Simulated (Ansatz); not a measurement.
Diatomic ZnH, multiplicity 2 (the spin of the measured ground state). No spin–orbit coupling. Zn is treated without relativity.

| level | bond energy D_e (eV) |
|---|---|
| SVWN5/def2-TZVPP | 1.251 |
| PBE/def2-TZVPP | 0.975 |
| r2SCAN/def2-TZVPP | 1.227 |
| B97M-V/def2-TZVPP | 1.016 |
| B3LYP/def2-TZVPP | 0.987 |
| PBE0/def2-TZVPP | 1.047 |
| BHLYP/def2-TZVPP | 1.042 |
| CAM-B3LYP/def2-TZVPP | 1.068 |
| wB97X-V/def2-TZVPP | 1.096 |
| wB97M-V/def2-TZVPP | 1.045 |
| CCSD/def2-TZVPP | 1.030 |
| CCSD/def2-QZVPP | 1.079 |
| CCSD(T)/def2-TZVPP | 1.011 |
| CCSD(T)/def2-QZVPP | 1.045 |

The rows run from 0.975 (PBE/def2-TZVPP) to 1.251 eV (SVWN5/def2-TZVPP). From def2-TZVPP to def2-QZVPP CCSD(T) changes by 0.034. The 10 functionals in def2-TZVPP without D3 or D4 span 0.276, from PBE to SVWN5.

D_e counts from the fitted minimum to each atom's lowest state at the same level, without counterpoise.

Correlated levels freeze the inner cores; with def2 sets outer-core shells near the valence are correlated too.

The values were computed with Ansatz (Gaussian basis) for Hartree–Fock, density functionals and correlated methods.

Ansatz is a quantum-chemistry and plane-wave program.
